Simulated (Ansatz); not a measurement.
Input for Ansatz (a program for electronic structure): FCI/cc-pVDZ on NH (SMILES [NH]), 2S+1 = 3, a point of a bond scan (R = 1.667 Å).

Ansatz 0.2 input:
```yaml
crystal:
  periodic: [false, false, false]
  atoms:
    - {symbol: N, position_ang: [-0.00000000, -0.00000000, -0.13023546]}
    - {symbol: H, position_ang: [0.00000000, 0.00000000, 1.53677846]}
basis:
  gaussian:
    orbitals: cc-pVDZ
magnetization: {spin_polarized: false, initial_magnetization: 2}
correlation: {method: fci, electrons: all}
```

Output:

```
Functional definition: HF
[...]
integrals: 0.00 GiB planned
306 factors; integrals over basis functions are off by at most 1.8e-7 eV
mean field: 0.04 GiB planned
mean field evaluation 1: about -1492.0969 eV, gradient 7.6e0 eV
mean field evaluation 2: about -1492.0971 eV, gradient 7.6e0 eV
mean field evaluation 4: about -1492.5329 eV, gradient 1.0e0 eV
mean field evaluation 8: about -1492.5406 eV, gradient 7.2e-4 eV
mean field evaluation 16: about -1488.9823 eV, gradient 8.5e-2 eV
mean field evaluation 32: about -1488.9824 eV, gradient 1.7e-4 eV
mean field -1492.54058441 eV, -54.8498547968 hartree, gradient 1.7e-6 eV, S^2 2.000000; 3 other end points of the search recorded, 0 dependent functions left out
unrestricted determinant -1493.79905469 eV, -54.8961027266 hartree, S^2 2.6464
reference -1492.54058441 eV, -54.8498547968 hartree; 5, 3 occupied and 14, 16 virtual orbitals, 306 factors
configuration interaction: 1.18 GiB planned
state -1497.17291626 eV, -55.0200898525 hartree
Total energy: -1497.17291626 eV, -55.0200898525 hartree
```

The calculation finished and met its thresholds.

Cost: roughly 20 core-seconds.
